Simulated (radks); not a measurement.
Q: These are the eigenvalues of the occupied orbitals of an atom or ion with whole-number occupations (Ry). Method: scalar-relativistic Kohn-Sham, r2SCAN, spin-polarised, spherical densities, finite nucleus; meta-GGA in the generalised Kohn-Sham scheme; Fermi nuclear charge, rms radius of each element as measured or else 0.836 A^(1/3) + 0.57 fm; computed with a radial shooting solver on a logarithmic mesh with Libxc functionals.

1s down: -5275.440
1s up: -5275.439
2s up: -919.3618
2s down: -919.3397
2p up: -802.6110
2p down: -802.5941
3s up: -216.1239
3s down: -216.1228
3p up: -181.5365
3p down: -181.5337
3d up: -142.2441
3d down: -142.2322
4s up: -48.14402
4s down: -48.12809
4p up: -36.74828
4p down: -36.73470
4d up: -22.37386
4d down: -22.35721
5s up: -9.72472
5s down: -9.58269
5p up: -6.84566
5p down: -6.65066
4f up: -6.44848
4f down: -6.41502
5d up: -3.46371

Which element is it, and in what charge state? The configuration may be excited. Open shells, if any, are filled with parallel spins first.

A: Z = 75, rhenium, charge +4: Re4+ in [Xe] 4f14 5d3. The list shows which subshells hold electrons but not how many an open one holds; the 1s level, -2637.7 hartree, gives Z - s = 72.6 by -(Z - s)^2/2, which with screening and relativity narrows Z to a few neighbours, and the depths of the outer levels then fix element, charge and occupations together.
